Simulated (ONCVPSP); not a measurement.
## calcium (Ca) ONCV: all-electron and pseudo phase curves

```
Element                 : Ca (Z = 20)
Generator               : ONCVPSP 4.0.1
Type                    : optimised norm-conserving Vanderbilt (ONCV)
Functional              : PBE
Relativity              : scalar-relativistic
Frozen core             : [Ne]
Valence charge          : 10
Reference configuration : 3s2 3p6 3d0.5 4s1.5
Partial waves           : 3s+4s: rc 1.60 bohr, ncon 5, nbas 8, qcut 6.9 1/bohr, 2 projectors; 3p: rc 1.80 bohr, ncon 4, nbas 8, qcut 8.9 1/bohr, 2 projectors, debl 2.9 Ha; 3d: rc 3.40 bohr, ncon 4, nbas 9, qcut 4.8 1/bohr, 2 projectors, debl 3.2 Ha
Local potential         : polynomial inside 1.05 bohr (lpopt 3, dvloc0 6 Ha)
Core correction         : Teter function, fcfact 3.5, rcfact 1.2
```

The phase is arctan(r·R′/R) of the radial function R(r), unwrapped; energies in Ha, scanned from -3 to 5 Ha. A pole is an energy at which the radial function vanishes at the test radius. The pseudo phase is shifted by a multiple of π to meet the all-electron one at the reference energy, and phase errors are pseudo minus all-electron; the curves can meet again beyond the range given. Levels narrower than the energy grid can be missing from the lists of poles.

```
channel  radius (bohr)  reference energy (Ha)  poles, all-electron     poles, pseudo  unbroken range about the reference energy with phases within 0.05 rad  phase error 1 Ha above the reference energy (rad)
      s           1.62                  -0.13                -0.83             -0.83                                                        the whole range                                             -0.000
      p           1.83                  -0.98                -0.41             -0.41                                                        the whole range                                             -0.000
      d           3.44                  -0.04     0.07, 1.36, 3.60  0.12, 3.40, 4.59                                                            -0.1 to 0.0                                             +2.469
```

Note: no bound ghost flagged; GHOST(+) flagged for d at 95.8 eV.

Phases in the s channel:

| E (Ha) | all-electron | pseudo |
| --- | --- | --- |
| -2.98 | 0.783 | 0.783 |
| -2.54 | 0.207 | 0.207 |
| -2.10 | -0.765 | -0.765 |
| -1.66 | -1.260 | -1.260 |
| -1.22 | -1.466 | -1.466 |
| -0.78 | -1.582 | -1.582 |
| -0.34 | -1.665 | -1.665 |
| 0.10 | -1.737 | -1.737 |
| 0.54 | -1.813 | -1.813 |
| 0.98 | -1.907 | -1.907 |
| 1.42 | -2.041 | -2.041 |
| 1.86 | -2.268 | -2.268 |
| 2.30 | -2.701 | -2.704 |
| 2.74 | -3.385 | -3.392 |
| 3.18 | -3.925 | -3.931 |
| 3.62 | -4.206 | -4.210 |
| 4.06 | -4.358 | -4.362 |
| 4.50 | -4.451 | -4.454 |
| 4.94 | -4.514 | -4.517 |
